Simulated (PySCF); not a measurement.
# Hartree-Fock beside MP2: BClFHO

All numbers below are calculated, not measured. The program is PySCF 2.14.0, an open-source quantum chemistry code, run on an isolated molecule that a program drew, which may never have been made. The molecule is BClFHO (charge 0, singlet), drawn as the SMILES string `OB(F)Cl`.

The geometry was optimised and harmonic frequencies were computed with HF and MP2, all in the cc-pV(D+d)Z basis, for the commonest isotopes, with a restricted reference for singlets and an unrestricted one otherwise, and a frozen core in MP2. Each result is a local minimum of its method.

Geometry at the HF minimum:
```xyz
5
BClFHO, angstrom
O     0.9307   -2.6687   -0.7060
B     1.6270   -2.2378    0.3451
F     1.7049   -2.9566    1.4575
Cl    2.4650   -0.6967    0.2834
H     0.5184   -3.5108   -0.5671
```

Lengths of the bonds as drawn, in Å (atoms numbered as above):
| bond | HF | MP2 |
|---|---|---|
| O1-B2 | 1.332 | 1.354 |
| B2-F3 | 1.327 | 1.347 |
| B2-Cl4 | 1.755 | 1.753 |
| O1-H5 | 0.948 | 0.969 |

Rotational constants, in GHz:
```
constant     HF    MP2
       A  10.54  10.21
       B  4.653  4.634
       C  3.228  3.187
```

Harmonic frequencies in cm^-1, each column in rising order, so a row needn't be the same motion in every method:
| rank | HF | MP2 |
|---|---|---|
| 1 | 362 | 349 |
| 2 | 436 | 417 |
| 3 | 546 | 543 |
| 4 | 674 | 637 |
| 5 | 709 | 691 |
| 6 | 1078 | ? |
| 7 | 1337 | 1293 |
| 8 | 1512 | 1442 |
| 9 | 4140 | 3855 |

**Estimate the missing MP2 frequency from the HF column.**

A single factor s that minimises the squared misfit of MP2 against s times HF over the other rows is sum(HF x MP2) / sum(HF^2) = 0.9387, with an rms misfit of 24 cm^-1. For rank 6 it gives 0.9387 x 1078 = 1012 cm^-1. The calculation gives 1022 cm^-1, 10 cm^-1 above the estimate. The drawn bonds are on average 1.3 % longer in MP2 than in HF.
